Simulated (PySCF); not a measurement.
C₄H₅NO, SMILES Nc1ccco1.

Geometry optimised at B3LYP-D3(BJ)/def2-SVP. Other conformers were not sampled.

Method: SMD-ωB97X/6-31G* in PySCF.

Solvation free energies are E(SMD) − E(gas) at the gas-phase geometry, for 1 M in both phases. In vacuum the dipole moment is 1.68 D.

Task: Rank water, chloroform, chlorobenzene by solvation free energy, most negative first.

Result: chlorobenzene (-6.5 kcal/mol), chloroform (-5.9 kcal/mol), water (-4.9 kcal/mol)
